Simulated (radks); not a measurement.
The nuclear charge of the tellurium ion Te2+ is varied continuously with 50 electrons held in [Kr] 4d10 5s2 5p2. All-electron calculation, Dirac Kohn-Sham, PBE, spin-unpolarised, spherical densities, finite nucleus; open shells fill j = l - 1/2 first; Fermi nuclear charge, rms radius 4.7423 fm. Program: a radial shooting solver on a logarithmic mesh with Libxc functionals. By the Hellmann-Feynman theorem dE/dZ = E(electron-nucleus)/Z, the electronic potential at the nucleus (averaged over a nucleus of fixed radius).

Z     E (hartree)  E(electron-nucleus)/Z (hartree)   HOMO  e(HOMO) (eV)  <r> HOMO (bohr)
51    -6483.03934                         -308.384  5p1/2       -12.315            2.613
51.5  -6638.28218                         -312.588  5p1/2       -17.348            2.436
52    -6795.62817                         -316.797  5p1/2       -22.837            2.293
52.5  -6955.08041                         -321.013  5p1/2       -28.750            2.173
53    -7116.64266                         -325.237  5p1/2       -35.067            2.070

The central difference of E at Z = 52 is -316.798 hartree, to compare with the third column; the second derivative is -8.43 hartree.
